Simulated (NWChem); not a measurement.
System meant: C$_{2}$H$_{2}$F, doublet; SMILES FC=[CH]

NWChem input:

```
start job
memory heap 200 mb stack 900 mb global 1100 mb
geometry units angstroms noautoz
  C      0.171229     1.262372     0.000000
  C     -0.431031     0.096612     0.000000
  F      0.215200    -1.075304     0.000000
  H      1.156898     1.718762     0.000000
  H     -1.520051    -0.027772     0.000000
end
basis spherical
  * library def2-svp
end
dft
  odft
  mult 3
  xc xpbe96 cpbe96
  iterations 150
  mulliken
end
task dft energy
```

End of the output:

```
 Summary of "ao basis" -> "" (spherical)
 ------------------------------------------------------------------------------
       Tag                 Description            Shells   Functions and Types
 ---------------- ------------------------------  ------  ---------------------
 *                          def2-svp                  on all atoms

  pbe96 is a nonlocal functional; adding pw91lda local functional.

                                 NWChem DFT Module
                                 -----------------

 Summary of "ao basis" -> "ao basis" (spherical)
 ------------------------------------------------------------------------------
       Tag                 Description            Shells   Functions and Types
 ---------------- ------------------------------  ------  ---------------------
 C                          def2-svp                 6       14   3s2p1d
 F                          def2-svp                 6       14   3s2p1d
 H                          def2-svp                 3        5   2s1p

 Summary of "ao basis" -> "ao basis" (spherical)
 ------------------------------------------------------------------------------
       Tag                 Description            Shells   Functions and Types
 ---------------- ------------------------------  ------  ---------------------
 C                          def2-svp                 6       14   3s2p1d
 F                          def2-svp                 6       14   3s2p1d
 H                          def2-svp                 3        5   2s1p

      Symmetry analysis of basis
      --------------------------

        a'         38
        a"         14

  number of electrons :                   23
  multiplicity        :                    3
 ------------------------------------------------------------------------
  no. of electrons and multiplicity not compatible                  23
 ------------------------------------------------------------------------
 ------------------------------------------------------------------------
  current input line :
    20: task dft energy
 ------------------------------------------------------------------------
 ------------------------------------------------------------------------
 There is an error in the input file
 ------------------------------------------------------------------------
 For more information see the NWChem manual at https://nwchemgit.github.io

0: no. of electrons and multiplicity not compatible:Received an Error in Communication
```

Q: What is wrong, and how is it mended?

A: The input was rejected before any calculation. Cause: the multiplicity doesn't fit the number of electrons (an even count wants an odd multiplicity, and the reverse). This input runs:
```
start job
memory heap 200 mb stack 900 mb global 1100 mb
geometry units angstroms noautoz
  C      0.171229     1.262372     0.000000
  C     -0.431031     0.096612     0.000000
  F      0.215200    -1.075304     0.000000
  H      1.156898     1.718762     0.000000
  H     -1.520051    -0.027772     0.000000
end
basis spherical
  C library def2-svp
  F library def2-svp
  H library def2-svp
end
dft
  odft
  mult 2
  xc xpbe96 cpbe96
  iterations 150
  mulliken
end
task dft energy
```
It converges to -176.80049 Ha (PBE/def2-SVP, spin-unrestricted).
